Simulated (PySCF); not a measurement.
A PySCF script (with the pyscf-properties extension) for the NMR shieldings of SMILES CC(C)N(C)CC=C(F)F, C7H13F2N, on a GFN2-xTB geometry:

```python
import basis_set_exchange as bse
import numpy as np
from pyscf import gto, dft
from pyscf.prop import nmr

atoms = """
C    -1.758623   -0.959839   -1.384123
C    -1.423760   -0.499003    0.035642
C    -2.075381    0.857679    0.332216
N     0.018301   -0.548507    0.253975
C     0.398044   -0.663150    1.645634
C     0.778693    0.495131   -0.409734
C     2.198243    0.048819   -0.592005
C     3.248217    0.765642   -0.252968
F     3.220755    1.983124    0.285795
F     4.515029    0.386595   -0.413294
H    -2.825305   -1.151763   -1.464907
H    -1.495497   -0.207411   -2.123465
H    -1.219466   -1.875323   -1.610200
H    -1.845445   -1.237186    0.727386
H    -3.156647    0.763883    0.279648
H    -1.812105    1.201950    1.329519
H    -1.762029    1.608141   -0.389538
H    -0.136128   -1.496118    2.098733
H     0.195108    0.247351    2.229748
H     1.466643   -0.869382    1.700529
H     0.347176    0.658030   -1.399936
H     0.762314    1.449609    0.141769
H     2.357111   -0.931288   -1.010345
"""
names = dict.fromkeys(["C", "N", "F", "H"], "pcSseg-1")
basis = {el: gto.basis.parse(bse.get_basis(n, elements=[el], fmt="nwchem")) for el, n in names.items()}
mol = gto.M(atom=atoms, basis=basis, charge=0, verbose=0)
mf = dft.RKS(mol, xc="PBE0")
mf.grids.level = 2
mf.grids.alignment = dft.numint.BLKSIZE   # the property module wants whole blocks of grid points
mf.conv_tol = 1e-9
mf.kernel()

calc = nmr.RKS(mf)   # GIAO
C = mf.mo_coeff
Co = C[:, mf.mo_occ > 0]
resp = mf.gen_response(singlet=True, hermi=2)
def vind(x):   # induced exchange potential for any number of trial vectors
    d = np.einsum("pi,xij,qj->xpq", C, 2 * x.reshape(-1, C.shape[1], Co.shape[1]), Co, optimize=True)
    return np.einsum("xpq,pi,qj->xij", resp(d - d.transpose(0, 2, 1)), C, Co, optimize=True).ravel()
mo1, _ = nmr.rhf.solve_mo1(calc, with_cphf=vind)
sigma = calc.kernel(mo1)
for i, s in enumerate(sigma):   # ppm
    w = np.linalg.eigvalsh((s + s.T) / 2)
    print("%2d %-2s iso %8.1f  s11 %8.1f  s22 %8.1f  s33 %8.1f" % (i, mol.atom_pure_symbol(i), w.mean(), *w))
```

Task: What does it print?

Result: 
```
 0 C  iso    162.1  s11    136.0  s22    160.5  s33    189.9
 1 C  iso    129.0  s11    110.0  s22    115.1  s33    161.7
 2 C  iso    174.0  s11    161.7  s22    172.7  s33    187.7
 3 N  iso    210.3  s11    176.2  s22    208.4  s33    246.2
 4 C  iso    144.1  s11    114.9  s22    132.5  s33    184.9
 5 C  iso    142.2  s11    119.4  s22    137.0  s33    170.1
 6 C  iso     99.3  s11     40.8  s22    110.9  s33    146.2
 7 C  iso     16.2  s11    -76.9  s22     45.5  s33     80.2
 8 F  iso    260.8  s11    214.4  s22    257.0  s33    311.0
 9 F  iso    253.9  s11    207.7  s22    228.0  s33    325.9
10 H  iso     30.6  s11     26.2  s22     28.1  s33     37.6
11 H  iso     30.5  s11     27.0  s22     29.8  s33     34.6
12 H  iso     30.5  s11     26.2  s22     28.4  s33     36.9
13 H  iso     29.0  s11     25.2  s22     28.2  s33     33.5
14 H  iso     31.1  s11     26.6  s22     28.4  s33     38.3
15 H  iso     30.3  s11     25.0  s22     29.7  s33     36.2
16 H  iso     31.1  s11     27.0  s22     30.6  s33     35.7
17 H  iso     29.5  s11     25.1  s22     27.1  s33     36.4
18 H  iso     29.5  s11     25.5  s22     27.7  s33     35.3
19 H  iso     28.8  s11     23.6  s22     28.6  s33     34.3
20 H  iso     28.4  s11     22.2  s22     30.8  s33     32.3
21 H  iso     29.0  s11     22.9  s22     30.3  s33     33.8
22 H  iso     27.4  s11     23.7  s22     27.4  s33     31.0
```

These numbers come from an equivalent density-fitted implementation of the same equations, which agrees with the script to about 0.01 ppm for H and up to a few tenths of a ppm for heavy atoms, so last digits may differ.

Task: Turn these shieldings into chemical shifts. References, each an isolated molecule treated in the same way: $^{13}$C (σref 186.93), $^{1}$H (σref 31.72) vs TMS; $^{15}$N (σref 267.73) against NH3; CFCl3 for $^{19}$F (σref 170.95).

Result: Averaging equivalent atoms: C 7: 170.7; C 6: 87.6; C 1: 58.0; C 5: 44.7; C 4: 42.8; C 0/2: 18.8; N 3: 57.5; F 9: -82.9; F 8: -89.9; H 22: 4.35; H 20/21: 3.01; H 13: 2.76; H 17/18/19: 2.43; H 10/11/12/14/15/16: 1.04 ppm. Unscaled 19F shifts against computed CFCl3 carry errors that often reach 10 to 50 ppm. Experimental scales use liquid or dissolved standards, which lie at an offset from isolated NH3 (liquid NH3: subtract about 20 ppm).

Size and cost of the density-fitted run: 235 basis functions, 88 s wall time on 1 thread of an Intel Xeon, shared host; peak memory 1.1 GiB.
